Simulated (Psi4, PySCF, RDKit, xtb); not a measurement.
Relaxed torsion scan: SMILES C([SiH2][SiH3])Br (CH₇BrSi₂). Scanned: dihedral Si1–Si2–C3–Br4; all other coordinates were relaxed at B3LYP-D3(BJ)/def2-SVP. Points at φ and −φ are mirror images.

Atom numbering (GFN2-xTB optimised geometry, Å):
```
11

Si     1.7526     0.5070     0.1129
Si    -0.1060    -0.6286    -0.6745
C     -1.6280    -0.2384     0.4267
Br    -2.0217     1.6751     0.3423
H      1.6478     1.9565    -0.0547
H      2.9456     0.0543    -0.6055
H      1.9731     0.2478     1.5404
H     -0.5354    -0.2669    -2.0309
H     -0.0306    -2.0974    -0.6356
H     -2.5329    -0.7449     0.1011
H     -1.4646    -0.4646     1.4777
```

Computed with: RHF/6-31G* = PySCF with restricted Hartree-Fock/6-31G*, spherical d, density fitting // B3LYP-D3(BJ)/def2-SVP; PBE/def2-TZVP // B3LYP-D3(BJ)/def2-SVP (Psi4); GFN1-xTB // B3LYP-D3(BJ)/def2-SVP (xtb); PBE0/def2-TZVP // B3LYP-D3(BJ)/def2-SVP (Psi4); UFF // B3LYP-D3(BJ)/def2-SVP (RDKit); MP2/cc-pVTZ = Psi4 with DF-MP2 (frozen core)/cc-pVTZ // B3LYP-D3(BJ)/def2-SVP.

Energies in kcal/mol, each method relative to its own lowest point.

```tsv
φ / °	RHF/6-31G*	PBE/def2-TZVP	GFN1-xTB	PBE0/def2-TZVP	UFF	MP2/cc-pVTZ
-150	1.2	1.1	2.4	1.1	1.1	1.8
-120	2.3	2.3	3.4	2.4	2.2	3.1
-90	1.0	1.2	1.9	1.1	0.7	1.5
-60	0.0	0.1	0.1	0.0	0.0	0.0
-30	1.1	0.9	0.0	0.9	1.6	1.0
0	2.1	1.9	0.7	1.9	3.1	2.2
30	1.1	0.9	0.0	0.9	1.6	1.0
60	0.0	0.1	0.1	0.0	0.0	0.0
90	1.0	1.2	1.9	1.1	0.7	1.5
120	2.3	2.3	3.4	2.4	2.2	3.1
150	1.2	1.1	2.4	1.1	1.1	1.8
180	0.0	0.0	1.3	0.0	0.0	0.5
```

Root-mean-square difference from the MP2/cc-pVTZ profile, itself a level with limits, after the best constant shift (kcal/mol): RHF/6-31G* 0.3, PBE/def2-TZVP 0.3, GFN1-xTB 0.7, PBE0/def2-TZVP 0.3, UFF 0.6.
